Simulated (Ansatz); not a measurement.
Stepwise reaction of `[Cl][GeH2][Cl]` with hydrogen sulfide, as a gas-phase model of exchange steps in deposition or etching. ΔE in kJ/mol; ΔG adds harmonic PBE0-D4 terms to CCSD(T)/CBS, at 1 bar.

Program: Ansatz. Geometries: PBE0-D4/def2-TZVP. ΔE: electronic, gas phase. CCSD(T)/CBS adds triple-zeta CCSD(T) − MP2 to the extrapolated MP2 energy (def2 sets, frozen cores). This one scheme is used for every species. DFT in def2-TZVPP. B3LYP here is the variant with VWN-RPA as its local correlation; programs differ in this. For Ge outer-core shells are correlated without core-valence functions, which leaves a few kJ/mol of doubt a bond. Scalar relativity is left out up to krypton. One conformer a species, not always the lowest.

```json
{"step": "2", "reaction": "`[SH][GeH2][Cl]` + H₂S → `[SH][GeH2][SH]` + HCl", "PBE-D4": "24.5", "B3LYP-D4": "29.4", "ωB97M-V": "30.5", "CCSD(T)/CBS": "26.9", "ΔG(500 K)": "26.3"}
```

(1) Give the row of step 1, `[Cl][GeH2][Cl]` + H₂S → `[SH][GeH2][Cl]` + HCl. (Estimate.)

(2) By hand: ΔE of the 2 steps together at CCSD(T)/CBS.

## Answers

(1) Computed: 
```tsv
step	reaction	PBE-D4	B3LYP-D4	ωB97M-V	CCSD(T)/CBS	ΔG(500 K)
1	`[Cl][GeH2][Cl]` + H₂S → `[SH][GeH2][Cl]` + HCl	19.3	24.0	25.2	21.9	21.7
```

(2) (21.9) + (26.9) = 48.8 kJ/mol, or 24.4 kJ/mol a step.

In ΔE each step is higher than the one before. All are uphill at CCSD(T)/CBS. ΔG lies between 21.7 and 26.3 kJ/mol a step. PBE-D4 differs from CCSD(T)/CBS by -2.6 to -2.4 kJ/mol a step. Isolated molecules leave out the surface, adducts and barriers. Largest T1 diagnostic: 0.011.
